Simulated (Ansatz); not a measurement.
Consider the cleavage of the Si–Si bond: `N=CC[SiH2][SiH3]` + `NB(F)F` → `FB(F)N[SiH3]` + `N=CC[SiH3]`.

Program: Ansatz. Geometries: PBE0-D4/def2-TZVP. ΔE: electronic, gas phase. CCSD(T)/CBS adds triple-zeta CCSD(T) − MP2 to the extrapolated MP2 energy (def2 sets, frozen cores). One conformer a species, not always the lowest.

`N=CC[SiH2][SiH3]`:

Z-matrix (Å, degrees):
```
C
C 1 1.490
Si 1 1.899 2 111.1
H 1 1.094 2 110.9 3 -120.4
H 1 1.095 2 110.7 3 119.2
N 2 1.265 1 128.0 3 100.6
H 2 1.095 1 115.4 3 -77.1
Si 3 2.341 1 110.6 2 -59.4
H 3 1.490 1 109.2 2 61.9
H 3 1.489 1 108.5 2 179.5
H 6 1.023 2 110.9 1 2.3
H 8 1.489 3 109.6 1 -50.0
H 8 1.488 3 109.9 1 -169.2
H 8 1.486 3 110.9 1 70.1
```

`NB(F)F`:

Z-matrix (Å, degrees):
```
N
B 1 1.392
H 1 1.003 2 122.4
H 1 1.003 2 122.4 3 -180.0
F 2 1.330 1 121.2 3 180.0
F 2 1.330 1 121.2 3 -0.0
```

`FB(F)N[SiH3]`:

Cartesian coordinates in Å:
```
F -0.251 2.391 1.341
B -0.500 1.346 0.561
F -1.664 1.325 -0.082
N 0.416 0.295 0.407
Si 0.210 -1.127 -0.583
H 1.278 0.380 0.923
H 1.421 -1.959 -0.375
H -0.999 -1.884 -0.175
H 0.090 -0.767 -2.017
```

`N=CC[SiH3]`:

```xyz
11

N     0.298    1.665   -1.534
C     0.196    0.433   -1.269
C     0.669   -0.289   -0.053
Si   -0.758   -0.634    1.139
H     0.799    2.157   -0.791
H    -0.331   -0.186   -2.004
H     1.104   -1.256   -0.328
H     1.431    0.291    0.477
H    -0.268   -1.451    2.280
H    -1.305    0.649    1.648
H    -1.834   -1.379    0.434
```

```tsv
species	MP2/CBS(def2) energy (Eh)
`N=CC[SiH2][SiH3]`	-714.25183
`NB(F)F`	-280.42531
`FB(F)N[SiH3]`	-570.69849
`N=CC[SiH3]`	-423.99683
```

**Question.** Work out ΔE.

**Answer.** ΔE = (-570.69849) + (-423.99683) − (-714.25183) − (-280.42531) = -0.01818 Eh = -47.7 kJ/mol. CCSD(T)/CBS gives -41.7 kJ/mol.

Largest T1 diagnostic among the species: 0.013.

In def2-TZVPP, CCSD(T) changes the Hartree–Fock value by +19.7 kJ/mol (the triples alone add +2.7 kJ/mol) and MP2 by +13.8 kJ/mol. The D4 term adds +4.1 kJ/mol with B3LYP and +2.7 kJ/mol with PBE0; it sums over pairs of atoms, weighted by their polarisabilities, and B3LYP, whose exchange is more repulsive, gets the larger term. From PBE to PBE0 (25 % exact exchange), in def2-TZVPP and without D4, ΔE moves by −5.5 kJ/mol.

B3LYP here is the variant with VWN-RPA as its local correlation; programs differ in this.
